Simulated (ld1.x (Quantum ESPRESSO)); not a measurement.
**Varying the TM potential for ruthenium (Ru)**

Base potential:

- Element: ruthenium (Ru)
- Generator: ld1.x (Quantum ESPRESSO) 7.5
- Type: norm-conserving Troullier–Martins (Kleinman–Bylander form)
- Functional: PBE
- Relativity: scalar-relativistic
- Frozen core: [Ar] 3d10
- Valence charge: 16
- Reference configuration: 4s2 4p6 4d6 5s2 5p0
- Partial waves: 4p (bound): rc 1.90 bohr; 4d (bound): rc 1.15 bohr; 4s (bound): rc 1.55 bohr
- Local potential: the s channel
- Core correction: none

Occupied shells without a wave of their own: 5s. They enter only through the test configuration that unscreens the potential.

Cutoffs, loose and tight: the cutoffs (Ry, on a coarse ladder) from which the occupation-weighted sum of valence levels, in a spherical-Bessel basis at the reference potential, stays within 10 and 1 mRy of its value at 400 Ry. They do not see the model core or the augmentation charge, which bear on the density cutoff. Test errors are all-electron minus pseudo excitation energies from the reference, over the configurations 4s2 4p6 4d7 5s1 5p0; 4s2 4p6 4d7 5s0 5p0; 4s2 4p6 4d6 5s0 5p0; 4s2 4p6 4d8 5s0 5p0; 4s2 4p6 4d5 5s0 5p0; 4s1 4p6 4d7 5s1 5p0; 4s2 4p5 4d7 5s1 5p0. A dash means not determined; rows that change the core or the reference have their own tests. The largest error is taken over the tests solved by every variant that gives reliable tests at all: 4s2 4p6 4d5 5s0 5p0; 4s2 4p6 4d6 5s0 5p0; 4s2 4p6 4d7 5s0 5p0; 4s2 4p6 4d7 5s1 5p0; 4s2 4p6 4d8 5s0 5p0.

Cutoffs are not given where the Bessel-basis levels miss the radial ones by over 6 mRy, ghosts where they miss by over 20 mRy; a channel whose overlap is not positive is not tested.

On the changes marked as counting shells twice: ld1.x takes every shell without a wave as core, so the model core holds the marked electrons as well and exchange and correlation see them twice. This cancels in the reference configuration, but the file is broken for other ones, and its errors say nothing about a proper core correction.

```tsv
change	outcome	cutoff, loose	cutoff, tight	bound ghosts	largest test error (meV)
base	generated, misses its reference levels by 1.11 eV	80 Ry	110 Ry	none	-4998
fully relativistic	generated, misses its reference levels by 1.11 eV	80 Ry	110 Ry	none	-4980
wave 4p (bound): rc 1.90 bohr becomes 4p (bound): rc 2.34 bohr	generated, misses its reference levels by 1.11 eV	80 Ry	110 Ry	none	-5000
local potential the p channel	generated, misses its reference levels by 0.61 eV	80 Ry	110 Ry	none	-2761
all radii scaled by about 0.76 (s 1.18, p 1.44, d 0.88 bohr)	generated, misses its reference levels by 0.15 eV	230 Ry	300 Ry	none	-697
reference 4s2 4p6 4d7 5s0.5 5p0	generated, misses its reference levels by 1.02 eV	80 Ry	110 Ry	none	+1635
wave 4s (bound): rc 1.55 bohr becomes 4s (bound): rc 1.12 bohr	generated	110 Ry	200 Ry	none	-508
core correction a·sin(br)/r model core inside 0.82 bohr (5s counted twice)	generated, misses its reference levels by 1.11 eV	80 Ry	110 Ry	none	-5715
```

(1) What comes out with this change to the base: wave 4d (bound): rc 1.15 bohr becomes 4d (bound): rc 1.50 bohr?

(2) What comes out with this change to the base: core [Kr], valence charge 8; reference 4d6.5 5s0 5p0; waves now 5s (bound): rc 2.35 bohr; 5p (bound): rc 2.55 bohr; 4d (bound): rc 2.10 bohr; local potential all-electron potential smoothed inside 2.50 bohr (lloc = -2); core correction Bessel-smoothed model core inside 1.00 bohr?

(3) What comes out with this change to the base: type PAW; waves now 4s (bound): rcut 1.35, rcutus 1.55 bohr; 5s (bound): rcut 1.35, rcutus 1.55 bohr; 4p (bound): rcut 1.65, rcutus 1.90 bohr; 5p (bound): rcut 1.65, rcutus 1.90 bohr; 4d (bound): rcut 1.00, rcutus 1.15 bohr; 4d channel at 0.05 Ry: rcut 1.00, rcutus 1.15 bohr; local potential all-electron potential smoothed inside 1.85 bohr (lloc = -1); core correction a·sin(br)/r model core, default radius (ld1.x builds one for every PAW set, though the input has nlcc=.false.); augmentation PSQ, inside the norm-conserving radii?

Answers

(1) outcome: generated, misses its reference levels by 1.11 eV; cutoff, loose: 60 Ry; cutoff, tight: 90 Ry; bound ghosts: none; largest test error (meV): -5001.

(2) outcome: generated; cutoff, loose: 45 Ry; cutoff, tight: 50 Ry; bound ghosts: none; largest test error (meV): -1209.

(3) outcome: generated, overlap not positive; bound ghosts: not determined (overlap not positive); largest test error (meV): +15. A file whose overlap is not positive is unfit for use, and its test errors describe a broken file.
